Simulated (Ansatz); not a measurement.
Consider the formal exchange of groups at a Ga–F bond: `[F][Ga]([Cl])[Cl]` + `C=C` → `C=[CH][Ga]([Cl])[Cl]` + H–F.

Computed with Ansatz on PBE0-D4/def2-TZVP structures; ΔE is electronic, products minus reactants. CBS: MP2 limit from def2 TZ/QZ plus the TZ coupled-cluster correction, frozen cores. This one scheme is used for every species. DFT in def2-TZVPP. For Ga outer-core shells are correlated without core-valence functions, which leaves a few kJ/mol of doubt a bond. Scalar relativity is left out up to krypton. Each species was taken in one conformer, which may not be the lowest.

`[F][Ga]([Cl])[Cl]`:

```xyz
4

F    -1.761   -0.365   -0.039
Ga   -0.064   -0.013   -0.001
Cl    1.123   -0.653   -1.616
Cl    0.702    1.031    1.657
```

`C=C`:

Z-matrix (Å, degrees):
```
C
C 1 1.323
H 1 1.085 2 121.7
H 1 1.085 2 121.7 3 -180.0
H 2 1.085 1 121.7 3 -0.0
H 2 1.085 1 121.7 3 -180.0
```

`C=[CH][Ga]([Cl])[Cl]`:

Cartesian coordinates in Å:
```
C 0.184 1.345 -0.557
C 0.718 0.195 -0.155
Ga -0.404 -1.216 0.529
Cl 0.322 -3.101 1.212
Cl -2.522 -0.955 0.642
H 0.796 2.156 -0.945
H -0.886 1.530 -0.517
H 1.793 0.047 -0.210
```

H–F:

```xyz
2

F    -0.275    0.179    0.323
H     0.275   -0.179   -0.323
```

```
               species  B97M-V energy (Eh)
   `[F][Ga]([Cl])[Cl]`         -2944.68098
                 `C=C`           -78.61712
`C=[CH][Ga]([Cl])[Cl]`         -2922.81915
                   H–F          -100.45017
```

Q: Work out ΔE.

A: ΔE = (-2922.81915) + (-100.45017) − (-2944.68098) − (-78.61712) = 0.02878 Eh = +75.6 kJ/mol. CCSD(T)/CBS gives +54.4 kJ/mol.

Largest T1 diagnostic among the species: 0.012.

In def2-TZVPP, CCSD(T) changes the Hartree–Fock value by −24.8 kJ/mol (the triples alone add −3.0 kJ/mol) and MP2 by −29.3 kJ/mol. Leaving LDA and LC-ωPBE aside and taking each functional with its dispersion term where it has one, the values, not all of them listed here, spread over 18.5 kJ/mol, from revPBE-D4 to B97M-V. LDA lies −11.3 kJ/mol from PBE without D4. From r2SCAN to r2SCAN0 (25 % exact exchange), in def2-TZVPP and without D4, ΔE moves by −3.1 kJ/mol.
